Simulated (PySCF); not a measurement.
PySCF input for HOSi, SMILES O=[SiH] (connectivity only; charge and spin as stated), charge +1, multiplicity 1, PBE0-D3(BJ)/def2-TZVPD. Geometry optimised at PBE0-D3(BJ)/def2-TZVPD. The spin state was assumed, not searched. The isomer is the one that the SMILES or the coordinates give; other isomers of the formula were not compared.

```python
import numpy as np
from pyscf import gto, scf, dft, df
from pyscf.hessian import thermo

mol = gto.M(
    atom='''
    O     0.00000000    0.00000000    1.03296911
    Si    0.00000000    0.00000000   -0.45187307
    H     0.00000000    0.00000000   -1.93752994
    ''',
    basis='def2-TZVPD',
    charge=1,
    spin=0,
    max_memory=1600,
    verbose=3,
)
mf = dft.RKS(mol, xc='pbe0').density_fit(auxbasis='def2-universal-jkfit')
mf.disp = 'd3bj'
mf.grids.level = 3
mf.conv_tol = 1e-11
mf.max_cycle = 100
mf.kernel()

# [left out here: the lines that compute and print the analytic Hessian (its translational invariance restored by hand, since the grid's response is missing), thermochemistry and intensities]
```

Log of the run:

```
converged SCF energy = -364.768910926793

WARN: DFTD3 does not support analytical Hessian, using finite difference


WARN: Mole.unit (angstrom) is changed to Bohr

Mode                                 0                   1                   2
Irrep
Freq [cm^-1]                      442.7733            442.7733           1330.2735
Reduced mass [au]                   1.2054              1.2054             11.8204
Force const [Dyne/A]                0.1392              0.1392             12.3243
Char temp [K]                     637.0522            637.0522           1913.9674
Normal mode                   x     y     z       x     y     z       x     y     z
       0   O                 0.00 -0.06  0.00    0.06  0.00 -0.00   -0.00 -0.00 -0.20
       1  Si                -0.00  0.07 -0.00   -0.07 -0.00  0.00    0.00  0.00  0.11
       2   H                 0.01 -0.91 -0.00    0.91  0.01 -0.00   -0.00 -0.00  0.18
Mode                                 3
Irrep
Freq [cm^-1]                     2223.3194
Reduced mass [au]                   1.0649
Force const [Dyne/A]                3.1015
Char temp [K]                    3198.8616
Normal mode                   x     y     z
       0   O                -0.00  0.00 -0.01
       1  Si                 0.00 -0.00  0.04
       2   H                -0.00  0.00 -0.97
temperature 298.1500 [K]
pressure 101325.00 [Pa]
Rotational constants [GHz] inf 19.06267 19.06267
Symmetry number 1
Zero-point energy (ZPE) 0.01011 [Eh]   26551.951 [J/mol]
                           tot       elec      trans        rot        vib
Entropy [J/mol/K]       219.621      0.000    156.247     56.427      6.947
Cv [J/mol/K]             32.889      0.000     12.472      8.314     12.102
Cp [J/mol/K]             41.203      0.000     20.786      8.314     12.102
Internal energy [J/mol]                      3718.434   2478.956  27996.399
Internal energy [Eh]   -364.75589  -364.76891
Enthalpy [J/mol]                             6197.391   2478.956  27996.399
Enthalpy [Eh]          -364.75494
Gibbs free energy [J/mol]                  -40387.595 -14344.669  25925.065
Gibbs free energy [Eh] -364.77988
static polarisability / bohr^3: [[17.891 -0.    -0.   ]
 [-0.    17.891 -0.   ]
 [ 0.     0.    29.81 ]]
largest difference of analytic and finite-field dipole derivatives / e: 0.00014802474926411957
mode   freq/cm-1   IR/(km/mol)   Raman/(A^4/amu)   depolarisation
   1      442.77         7.280             0.068            0.750
   2      442.77         7.280             0.068            0.750
   3     1330.27        20.254            43.484            0.094
   4     2223.32        83.688           113.787            0.171
max |gradient| / (hartree/bohr): 2.2445867598755936e-05
APT charges: [-0.3335  1.1962  0.1372]
```

The calculation finished and met its thresholds.

Cost: around 29 core-seconds (rough).
